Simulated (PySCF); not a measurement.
Ligands exchanged one at a time, Ga CH3-H. Gas-phase values, no solvent. Strings in code marks are SMILES.

Method: PBE-D3(BJ)/def2-TZVP // B3LYP-D3(BJ)/def2-TZVP (PySCF). 

| species | LUMO (eV) | S1 oscillator strength |
|---|---|---|
| 0 of 3 CH3 replaced by H (`[CH3][Ga]([CH3])[CH3]`) | -1.35 | 0.000 |
| 1 of 3 CH3 replaced by H (`[GaH]([CH3])[CH3]`) | -1.77 | 0.000 |
| 2 of 3 CH3 replaced by H | -2.21 | 0.001 |
| 3 of 3 CH3 replaced by H (`[GaH3]`) | -2.65 | – |
